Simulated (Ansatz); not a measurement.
Cost and result for the atomization energy of `[OH][Ag-][P+](F)(F)F` (7 atoms, 6 bonds).

| atom | x (Å) | y (Å) | z (Å) |
| --- | --- | --- | --- |
| O1 | 1.4290 | 2.4250 | -0.8520 |
| Ag2 | 0.4364 | 0.8256 | -0.2900 |
| P3 | -0.7724 | -0.9498 | 0.3354 |
| F4 | 0.0020 | -2.1771 | 0.8744 |
| F5 | -1.6650 | -1.6540 | -0.7162 |
| F6 | -1.8112 | -0.7830 | 1.4718 |
| H7 | 2.3812 | 2.3132 | -0.8233 |

Charge 0, multiplicity 1. Correlated methods include outer-core shells of Ag, which these sets cover unevenly. Ag takes the def2 core potential. Geometry: relaxed with PBE0-D4/def2-TZVP. It is one conformer, not always the lowest. Program: Ansatz. All runs use 4 threads of an Arm Neoverse V2 on a shared host. Times are those of one run each, without the atoms' runs, and a repeat can differ threefold. Electronic energies, without spin–orbit coupling; frozen cores. CCSD(T)/CBS adds CCSD(T) − MP2 in def2-TZVPP to the MP2 limit, and its time is that of the two runs behind it. T1 = 0.017. With those shells the extrapolation isn't a true limit. B3LYP takes the VWN-RPA correlation (the form of Gaussian; ORCA's B3LYP/G). HSE06 is the plane-wave form, built on full-range PBE exchange.

CCSD(T)/CBS is a level of theory with its own doubt, some kJ/mol a heavy atom from the limit and from the frozen cores, so smaller differences don't rank the functionals.

```tsv
level	functions	wall time	atomization (kcal/mol)	difference from CCSD(T)/CBS	per bond
LDA (SPW92)/def2-TZVPP	236	1.1 s	688.4	129.0	21.5
revPBE-D4/def2-TZVPP	236	1.8 s	551.8	-7.6	-1.3
PBE-D4/def2-TZVPP (with forces)	236	2.1 s	579.0	19.6	3.3
PBE0-D4/def2-TZVPP	236	2.6 s	544.5	-14.9	-2.5
BHLYP-D4/def2-TZVPP	236	2.9 s	506.7	-52.7	-8.8
CAM-B3LYP-D4/def2-TZVPP	236	2.9 s	557.6	-1.8	-0.3
HSE06-D4/def2-TZVPP	236	3 s	545.1	-14.3	-2.4
B3LYP-D4/def2-TZVPP (with forces)	236	3.7 s	547.5	-11.9	-2.0
B97M-V/def2-TZVPP	236	7 s	554.6	-4.8	-0.8
CCSD(T)/def2-SVP	110	14 s	477.5	-81.9	-13.6
MP2/def2-QZVPP	416	14 s	584.1	24.7	4.1
CCSD(T)/def2-TZVPP	236	5.9 min	531.6	-27.8	-4.6
CCSD(T)/CBS(def2)	–	6.1 min	559.4	0.0	0.0
```

The D4 term adds +6.5 kcal/mol with B3LYP and +3.3 kcal/mol with PBE0; it sums over pairs of atoms, weighted by their polarisabilities, and B3LYP, whose exchange is more repulsive, gets the larger term. From BLYP to BHLYP (50 % exact exchange), in def2-TZVPP and without D4, the atomization energy moves by −53.4 kcal/mol: exact exchange takes away binding that semilocal exchange gives to molecules. In def2-TZVPP, CCSD(T) changes the Hartree–Fock value by +205.4 kcal/mol (the triples alone add +17.4 kcal/mol) and MP2 by +240.3 kcal/mol; breaking electron pairs costs correlation energy, which Hartree–Fock lacks.
